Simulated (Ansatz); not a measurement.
H6NSbSi: structure from calculated spectroscopic constants

These gas-phase data were calculated for one isomer of H6NSbSi at r2SCAN-D4/def2-SVP (harmonic, unscaled wavenumbers; equilibrium rotational constants with average atomic masses):

| Property | Result |
| --- | --- |
| rotational constants | 13.9, 1.703, 1.578 GHz |
| all wavenumbers above 1500 cm⁻¹ | 3666, 3563, 2213, 2140, 1946, 1927, 1540 |

Candidates:

(1) `[NH2][SbH][SiH3]`, a singlet
(2) `N[SiH2][SbH2]`, a singlet
(3) `[SiH3][NH][SbH2]`, a singlet

**Question.** Which structure fits?

**Answer.** Candidate (2). 2 modes lie between 3250 and 3800 cm⁻¹, one for each N–H bond, while (3) has 1. 2 modes lie between 2000 and 2380 cm⁻¹, one for each Si–H bond, while (1) has 3.

The same quantities for all candidates:

|  | rotational constants (GHz) | wavenumbers above 1500 cm⁻¹ | E above the lowest, r2SCAN-D4/def2-SVP (kcal/mol) |
| --- | --- | --- | --- |
| (1) | 6.912, 2.687, 2.038 | 3593, 3489, 2228, 2216, 2201, 1855, 1545 | 17.7 |
| (2) | 13.9, 1.703, 1.578 | 3666, 3563, 2213, 2140, 1946, 1927, 1540 | 0.0 |
| (3) | 22.61, 1.571, 1.521 | 3587, 2223, 2197, 2176, 1904, 1892 | 13.6 |

Harmonic stretches to hydrogen usually lie a few per cent above observed fundamentals. Each candidate is one conformer. Atoms past krypton carry core potentials. Programs: Ansatz 0.2.0.
